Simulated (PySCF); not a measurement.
KCl⁻: energy against distance

Set-up: K def2-SVPD, Cl def2-SVPD; no relativity (PySCF 2.14). Energies in eV from K + Cl⁻ in their ground configurations at the same level. State: ²Σ⁺ (doublet), unpaired electrons σ ↑.

```csv
R (Å),PBE0,r²SCAN0
2.458,-0.933,-0.933
2.572,-1.163,-1.172
2.687,-1.282,-1.297
2.772,-1.321,-1.338
2.858,-1.330,-1.349
2.944,-1.318,-1.337
3.058,-1.279,-1.297
3.201,-1.209,-1.225
3.372,-1.110,-1.123
3.601,-0.975,-0.984
```

**Question.** Put a parabola through the three lowest points of the PBE0 curve and estimate Re, k and ωe (reduced mass 18.43 u; 1 eV/Å² = 0.16022 mdyn/Å; ωe = 1302.8·√(k/μ) cm⁻¹).

**Answer.** Through R = 2.772, 2.858, 2.944 Å the second-order coefficient is 1.42 eV/Å², so Re ≈ 2.852 Å, k ≈ 0.455 mdyn/Å and ωe ≈ 205 cm⁻¹. A polynomial fit of higher order to the unrounded PBE0 energies gives Re = 2.847 Å, k = 0.486 mdyn/Å, ωe = 212 cm⁻¹; anharmonicity and rounding make the difference.

The higher-order fit for each curve: PBE0: Re = 2.847 Å, ωe = 212 cm⁻¹, De = 1.33 eV; r²SCAN0: Re = 2.850 Å, ωe = 215 cm⁻¹, De = 1.35 eV.

For an ion De counts to the pair picked by the measured ionisation energies or electron affinities, which need not be the lowest pair at this level. The highest Kohn–Sham level is positive in this anion. Much of that is self-interaction error, but it also means that the finite basis helps to hold the extra electron. The state is the lowest determinant that a PBE0 search found; another state may lie lower at other levels.
